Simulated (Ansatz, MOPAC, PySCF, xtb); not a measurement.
Constitutional and geometric isomers with formula CH3BO. Gas-phase values, no solvent. One relaxed conformer stands for each flexible species; it need not be the lowest. Strings in code marks are SMILES.

Quantity: electronic energy of isomers of CH3BO relative to `CB=O`, in kcal/mol. Semi-empirical values (MOPAC) are differences of heats of formation.

Level 1: B3LYP/3-21G // B3LYP-D3(BJ)/def2-TZVP (PySCF)
Level 2: HF/cc-pVTZ // B3LYP-D3(BJ)/def2-TZVP (Ansatz, a program for electronic structure)
Level 3: GFN2-xTB (xtb)
Level 4: PM3 // B3LYP-D3(BJ)/def2-TZVP (MOPAC)

| species | level 1 | level 2 | level 3 | level 4 |
|---|---|---|---|---|
| `C=BO` (C–B–O–H torsion 180°) | 52.3 | 44.7 | 50.9 | 44.3 |
| `BC=O` (H–B–C–O torsion 86°) | 88.1 | 73.9 | 69.2 | 83.9 |
| `[H]/B=C/O` (B–C–O–H torsion 0°) | 115.3 | 104.2 | 89.5 | 107.0 |
